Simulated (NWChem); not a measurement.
Isomers of C$_{4}$H$_{7}$N, each optimised at B3LYP/6-31G* with NWChem, gas phase unless a solvent is named. Flexible species stand in one conformer each, which need not be the lowest. Pople sets run with spherical d functions. Relative energies count from the lowest isomer at each level and are electronic, without zero-point energy, on those geometries. Shieldings are non-relativistic GIAO values without spin-orbit effects.

A: N#CCCC
B: CC(C)C#N
C: C=C1CNC1
D: C=C/N=C/C

```tsv
quantity	A	B	C	D
relative energy, B3LYP/6-31G* (kcal/mol)	0.1	0.0	___	18.8
relative energy, CAM-B3LYP/def2-TZVP (kcal/mol)	0.2	0.0	___	19.6
15N shift against ammonia, PBE0/pcSseg-1 (ppm)	305.3	303.5	___	384.6
```

**Question.** Complete the blanks.

**Answer.** 
- relative energy, B3LYP/6-31G* (kcal/mol), C: 40.8
- relative energy, CAM-B3LYP/def2-TZVP (kcal/mol), C: 38.8
- 15N shift against ammonia, PBE0/pcSseg-1 (ppm), C: 28.4
